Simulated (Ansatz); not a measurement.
Z-matrix (Å, degrees):
```
Sn
Se 1 2.531
Se 1 2.531 2 112.8
H 1 1.701 2 106.0 3 116.1
H 1 1.704 2 109.0 3 -120.7
H 2 1.469 1 91.7 3 75.9
H 3 1.469 1 91.6 2 -80.3
```

Charge 0, multiplicity 1. Sn: def2 effective core potential.

(1) List the B3LYP/def2-TZVPP orbital energies in eV (the Gaussian-basis code of Ansatz). (An estimate is asked.)

## Answers

(1) Ansatz gave: Occupied: -12351.08, -12351.08, -1580.42, -1580.41, -1418.58, -1418.57, -1418.56, -1418.56, -1418.50, -1418.50, -212.72, -212.71, -156.78, -156.77, -156.71, -156.70, -156.51, -156.51, -139.52, -94.39, -94.36, -94.31, -57.57, -57.57, -57.55, -57.54, -57.39, -57.38, -57.33, -57.33, -57.30, -57.29, -28.64, -28.64, -28.60, -28.51, -28.50, -19.31, -18.92, -14.03, -10.85, -10.70, -9.37, -8.83, -8.42, -6.95, -6.71. Lowest empty: -1.60, -0.51, -0.50, 0.18, 0.45, 0.90, 1.97, 2.23.

B3LYP here is the variant with VWN-RPA as its local correlation; programs differ in this.
